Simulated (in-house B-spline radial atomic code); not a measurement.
# Ionising Sr²⁺ with different functionals

Computed with a radial B-spline atomic code at the basis-set limit: scalar-relativistic (spin-free X2C) Hamiltonian, Fermi nucleus of rms radius 4.224 fm, spin-polarised at highest spin, spherical fractional occupations for the functionals, the average over the highest-spin determinants for Hartree-Fock. The ionisation energy is the difference of two self-consistent energies, [Ar] 3d10 4s2 4p6 → [Ar] 3d10 4s2 4p5, without Breit or QED terms; ε is the level of the shell that loses the electron (its least bound occupied spin orbital). There is no spin-orbit coupling in this Hamiltonian.

Hybrids are left out here: with spherical fractional occupations of an open shell their exact exchange keeps a self-interaction that integer-occupation calculations don't have.

```csv
method,rung,ΔSCF (eV),-ε(4p) (eV)
Hartree-Fock,Hartree-Fock,42.21,43.05
LDA VWN5,LDA,43.18,36.65
LDA PW92,LDA,43.18,36.65
LDA exchange-only,LDA,41.54,35.10
PBE,GGA,42.99,36.51
PBEsol,GGA,42.99,36.50
BLYP,GGA,42.82,36.32
RPBE,GGA,42.96,36.48
PW91,GGA,43.07,36.58
BP86,GGA,43.10,36.60
AM05,GGA,42.99,36.48
OLYP,GGA,43.06,36.60
TPSS,meta-GGA,43.17,36.72
SCAN,meta-GGA,43.52,37.14
r2SCAN,meta-GGA,43.51,37.11
revTPSS,meta-GGA,43.19,36.75
```

Question: How do they compare with the NIST value?

Answer: NIST lists 42.884 eV (measured, ground level to ground level). Errors run from -1.34 to +0.64 eV; BLYP is closest (-0.07 eV), but part of that can be cancellation, since the calculations leave out spin-orbit coupling, Breit-QED terms, multiplet and fine-structure energies. Hartree-Fock also lacks correlation.
